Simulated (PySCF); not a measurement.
Bonds (- single, = double, # triple, : aromatic): Br1-C2 1.876 Å, C2-C3 1.487 Å, C3-C4 1.500 Å, C4-C5 1.499 Å, C4-C2 1.464 Å, C5-C2 1.488 Å. C3 carries H6, H7; C4 carries H8; C5 carries H9, H10. Stereochemistry as in Br[C@]12C[C@H]1C2. H10 is cis to C3 on the ring; H6 is cis to C5 on the ring; H9 is trans to C3 on the ring; H7 is trans to C5 on the ring.

No relativistic terms, in vacuum, rapidly exchanging positions averaged, one conformer. Spin–spin couplings from B3LYP/pcJ-1 (pcSseg-1 on Br) (without the spin–dipole term); PBE0-D3(BJ)/def2-SVP structure; shielding tensors at PBE0/pcSseg-1 (GIAO); PySCF 2.14.

Question: Predict the 2D correlation tables (HSQC, COSY, HMBC).

Answer: 

HSQC (one-bond C–H):
```csv
δH,δC,"¹J(C,H) (Hz)"
1.81 (H8),8.9 (C4),223
1.65 (H7/H9),39.4 (C3/C5),164
1.03 (H6/H10),39.4 (C3/C5),179
```

COSY cross peaks (|J| ≥ 2 Hz):
```csv
δH,δH,abs. J (Hz),bonds
1.81 (H8),1.65 (H7/H9),3.6,3
```

HMBC (two and three bonds, |J| ≥ 2.5 Hz):
```csv
δH,δC [abs. J in Hz]
1.81 (H8),39.4 (C3/C5) [5.0]
1.65 (H7/H9),"39.4 (C3/C5) [16.0], 32.6 (C2) [5.2]"
1.03 (H6/H10),39.4 (C3/C5) [6.7]
```

Shifts are taken against calculated references (same method and geometry level): TMS for ¹H, ¹³C.

The calculation has no spin–orbit term, so carbons bonded to Br come out too deshielded (the heavy-atom effect is absent). Unscaled 3J(H,H) at this level run about 10 % above measured values. Shifts are as computed. Against solution values, carbons near 30 ppm lie about +2 ppm off and those near 130 ppm about +5 ppm; carbons on Br a further +13 ppm. Of 1211 compounds with measured shifts, 218 miss one by over three times the rms of a fit or turn the order of signals round; such compounds aren't used in these exercises.
